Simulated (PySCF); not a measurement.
Species: C4H7ClOSi.
Numbering: `[CH2:1]=[C:2]1[CH2:3][O:4][Si@@:5]1([CH3:6])[Cl:7]` (hydrogens: H8, H9 on C1; H10, H11 on C3; H12, H13, H14 on C6)

Structure optimised with GFN2-xTB, isolated species.

**Question.** What internal coordinates does the optimisation give?

**Answer.** 
```json
{"bond": "C1=C2", "length (Å)": "1.318"}
{"bond": "C2–C3", "length (Å)": "1.505"}
{"bond": "C3–O4", "length (Å)": "1.434"}
{"bond": "O4–Si5", "length (Å)": "1.668"}
{"bond": "Si5–C6", "length (Å)": "1.893"}
{"bond": "Si5–Cl7", "length (Å)": "2.017"}
{"bond": "C2–Si5", "length (Å)": "1.894"}
{"bond": "C1–H8", "length (Å)": "1.080"}
{"bond": "C1–H9", "length (Å)": "1.077"}
{"bond": "C3–H10", "length (Å)": "1.091"}
{"bond": "C3–H11", "length (Å)": "1.092"}
{"bond": "C6–H12, C6–H13, C6–H14", "length (Å)": "1.085"}
```

Bonds in one row agree within 0.01 Å and their mean is given. A selection of angles:
```json
{"angle": "C2–C1–H8", "degrees": "121.9"}
{"angle": "C2–C1–H9", "degrees": "121.5"}
{"angle": "H8–C1–H9", "degrees": "116.6"}
{"angle": "C1–C2–C3", "degrees": "130.7"}
{"angle": "C1–C2–Si5", "degrees": "143.2"}
{"angle": "C3–C2–Si5", "degrees": "86.1"}
{"angle": "C2–C3–O4", "degrees": "99.0"}
{"angle": "C2–C3–H10", "degrees": "114.4"}
{"angle": "C2–C3–H11", "degrees": "114.1"}
{"angle": "O4–C3–H10", "degrees": "109.6"}
{"angle": "O4–C3–H11", "degrees": "109.5"}
{"angle": "H10–C3–H11", "degrees": "109.6"}
{"angle": "C3–O4–Si5", "degrees": "97.5"}
{"angle": "O4–Si5–C6", "degrees": "114.9"}
{"angle": "O4–Si5–Cl7", "degrees": "112.1"}
{"angle": "C6–Si5–Cl7", "degrees": "110.1"}
{"angle": "C2–Si5–O4", "degrees": "77.4"}
{"angle": "C2–Si5–C6", "degrees": "120.6"}
{"angle": "C2–Si5–Cl7", "degrees": "117.9"}
{"angle": "Si5–C6–H12", "degrees": "111.9"}
{"angle": "Si5–C6–H13", "degrees": "110.2"}
{"angle": "H12–C6–H13", "degrees": "107.9"}
```

Dihedral angles: C1–C2–C3–O4 179° (antiperiplanar); C2–C3–O4–Si5 1° (synperiplanar); C3–O4–Si5–C6 117° (anticlinal); C1–C2–Si5–O4 -179° (antiperiplanar).

The 4-membered ring C2–C3–O4–Si5 has internal angles of 77.4° to 99.0°; it is planar, 0.01 Å rms from its mean plane, widest ring torsion 1°. Si5 (chlorine-bound silicon) has angles from 77.4° to 120.6°. The 2 C–C bonds span 1.318 Å (C1=C2, drawn double) to 1.505 Å (C2–C3, drawn single), a spread of 0.187 Å.

Point group: C1 (no symmetry element, even within 0.4 Å). No GFN2-xTB frequencies stand behind this structure, so it isn't proved a minimum.

These are computed values.
